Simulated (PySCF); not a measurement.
Radial density of Si²⁺ (silicon, charge +2)

UHF, [Ne] 3p2, high-spin 3P determinant (an excited configuration). All numbers are calculated (PySCF 2.14, the non-relativistic Hamiltonian (point nucleus), in aug-cc-pV(T+d)Z with one added diffuse shell each of s, p, d, f type (7s6p5d3f, 71 functions)).

```
r (bohr)  4πr²ρ (e/bohr)  4πr²(ρα − ρβ)
 0.00151         0.04826         0.0000
 0.00254          0.1325         0.0000
 0.00427          0.3573         0.0000
 0.00718          0.9315         0.0000
  0.0121           2.300        -0.0001
  0.0203           5.170        -0.0001
  0.0342           9.959         0.0007
  0.0575           14.87         0.0056
  0.0967           14.94         0.0286
   0.163           10.29         0.0995
   0.274           11.56         0.2007
   0.460           13.94         0.1337
   0.774           5.993         0.0031
    1.30           1.157         0.6227
    2.19          0.9956         0.9913
    3.68          0.1847         0.1847
    6.19        0.003389         0.0034
    10.4       2.494e-05         0.0000
```
